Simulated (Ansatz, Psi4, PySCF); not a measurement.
fluorine atom (F), doublet. Base run: PySCF with B97M-V/cc-pVTZ.

Input for PySCF:
```python
from pyscf import gto, scf, dft

mol = gto.M(
    atom='''
F     0.00000000    0.00000000    0.00000000
''',
    basis='cc-pvtz',
    spin=1,
    verbose=4,
)

mf = dft.UKS(mol)
mf.xc = 'b97m_v'
mf.kernel()
```

The same geometry, method and basis name were run in Ansatz (an electronic-structure program) and Psi4 and PySCF, at each program's defaults and at the settings that a row names. The base is PySCF at its defaults. Differences at the defaults can come from grids, fitting, cores and function types together.

| code and settings | ΔE vs base (mEh) | basis functions | E (Eh) | SCF cycles |
|---|---|---|---|---|
| PySCF, defaults (exact integrals, its default grid, spherical functions) | 0.000 | 30 | -99.72435 | 7 |
| Psi4, defaults (density fitting with its default set, its default grid, spherical functions) | -0.009 | 30 | -99.72436 | 8 |
| Ansatz, defaults (factorised integrals, its default grid, spherical functions) | -0.001 | 30 | -99.72435 | - |
| PySCF, density fitting with def2-universal-jkfit | -0.023 | 30 | -99.72437 | 7 |
| PySCF, fine grid | 0.000 | 30 | -99.72435 | 7 |
| Psi4, exact integrals, spherical functions, fine grid | 0.000 | 30 | -99.72435 | 10 |
| Ansatz, high accuracy | 0.000 | 30 | -99.72435 | - |

Open shells are given as the SCF converged; they aren't shown to be the lowest states, and a large step between rows can be another state.
